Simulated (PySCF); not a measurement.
H2O2Zn, SMILES [OH][Zn][OH]. Atoms are numbered in the order given.

```xyz
5

Zn     0.0000     0.0000     0.0061
O      1.7620     0.0797    -0.0774
H      2.2220    -0.5054     0.5270
O     -1.7620    -0.0797    -0.0774
H     -2.2220     0.5054     0.5270
```

Geometry optimised at PBE0-D3(BJ)/def2-TZVP. The isomer is the one that the SMILES or the coordinates give; other isomers of the formula were not compared. One conformer was computed; it need not be the lowest.

These are PBE0-D3(BJ)/def2-TZVP (PySCF) values and carry that method's errors.

Frequencies are harmonic and unscaled.

Give all harmonic wavenumbers and intensities. (Estimate from the structure and the level; the computed values follow.)


| mode | ν (cm⁻¹) | IR (km/mol) | Raman (Å⁴/amu) | depolarisation | moving atoms (share of kinetic energy) |
|---|---|---|---|---|---|
| 1 | 144 | 110.0 | 0.5 | 0.53 | H 54 %, O 36 %, Zn 10 % |
| 2 | 171 | 11.3 | 0.0 | – | O 52 %, Zn 32 %, H 16 % |
| 3 | 178 | 3.4 | 0.1 | 0.41 | H 47 %, O 30 %, Zn 23 % |
| 4 | 612 | 0.4 | 17.3 | 0.16 | O 98 % |
| 5 | 745 | 222.6 | 0.0 | – | O 60 %, Zn 22 %, H 18 % |
| 6 | 788 | 22.0 | 2.8 | 0.23 | H 92 % |
| 7 | 791 | 22.8 | 0.4 | 0.75 | H 74 %, O 13 %, Zn 13 % |
| 8 | 3909 | 93.4 | 40.1 | 0.75 | H 94 % |
| 9 | 3910 | 15.9 | 163.8 | 0.11 | H 94 % |
